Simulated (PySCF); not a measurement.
**Input and output**

[La(H2O)]3+ (singlet). PySCF 2.14.0, RKS PBE0, La def2-SVP with ECP46, O def2-SVP, H def2-SVP; non-relativistic Hamiltonian with scalar-relativistic core potentials where named; density fitting; no spin-orbit coupling. Purpose: singlet excitations, Tamm-Dancoff PBE0.

```python
mol = gto.M(atom='''
La    -0.00000     0.00000    -0.16101
O     -0.00000     0.00000     2.18534
H      0.78552    -0.00000     2.81501
H     -0.78552     0.00000     2.81501''',
    basis={'La': 'def2-SVP', 'O': 'def2-SVP', 'H': 'def2-SVP'},
    ecp={'La': 'def2-SVP'},
    charge=3, spin=0)
mf = dft.RKS(mol, xc='PBE0')
mf.grids.atom_grid = (50, 194)  # f atoms: unpruned, at least (60, 302)
mf = mf.density_fit()  # fitting sets: La def2-universal-JKFIT, O def2-universal-JKFIT, H def2-universal-JKFIT
mf.conv_tol = 1e-08; mf.max_cycle = 55
mf.kernel(dm0)  # dm0: converged density of the relaxed state
td = mf.TDA(); td.nstates = 8; td.kernel()
```

Run from Python with OMP_NUM_THREADS=2; the lines above give its settings. Where DIIS fails, smearing, a level shift and second-order steps follow.
It took 4.2 s on 2 threads of Arm Neoverse V2, with other jobs on the host, from an already converged density.

(1) Where do the frontier levels lie, over both spins?

(2) What does the SCF print?

(3) What are the Mulliken charges and spins?

(4) Which singlet excitations follow (Tamm-Dancoff, 8 states)?

The geometry was relaxed with TPSS (La def2-SVP with ECP46, O def2-SVP, H def2-SVP).

## Answers

(1) HOMO -26.99 eV, LUMO -19.81 eV. 

(2) 
```
init E= -106.594964193847
cycle= 1 E= -106.595762630344  delta_E= -0.000798  |g|= 0.0161  |ddm|= 0.124
cycle= 2 E= -106.595712932956  delta_E= 4.97e-05  |g|= 0.0241  |ddm|= 0.0401
cycle= 3 E= -106.595830922174  delta_E= -0.000118  |g|= 0.00171  |ddm|= 0.0169
cycle= 4 E= -106.595831579506  delta_E= -6.57e-07  |g|= 0.000323  |ddm|= 0.0024
cycle= 5 E= -106.595831605648  delta_E= -2.61e-08  |g|= 6.54e-05  |ddm|= 0.000339
cycle= 6 E= -106.59583160681  delta_E= -1.16e-09  |g|= 2.72e-06  |ddm|= 9.58e-05
Extra cycle  E= -106.595831606815  delta_E= -4.72e-12  |g|= 1.03e-06  |ddm|= 6.36e-06
converged SCF energy = -106.595831606815
```

(3) 
```
atom  charge (e)  spin (e)
 La1       2.586     0.000
  O2      -0.309     0.000
  H3       0.361     0.000
  H4       0.361     0.000
```

(4) 
```json
{"state": "1", "eV": "5.76", "oscillator strength": "0.0000"}
{"state": "2", "eV": "5.79", "oscillator strength": "0.0003"}
{"state": "3", "eV": "5.79", "oscillator strength": "0.0003"}
{"state": "4", "eV": "6.72", "oscillator strength": "0.0016"}
{"state": "5", "eV": "6.80", "oscillator strength": "0.0951"}
{"state": "6", "eV": "8.77", "oscillator strength": "0.0078"}
{"state": "7", "eV": "8.80", "oscillator strength": "0.0000"}
{"state": "8", "eV": "8.81", "oscillator strength": "0.0000"}
```
Functionals without range separation put charge-transfer states too low; the basis has no diffuse functions.
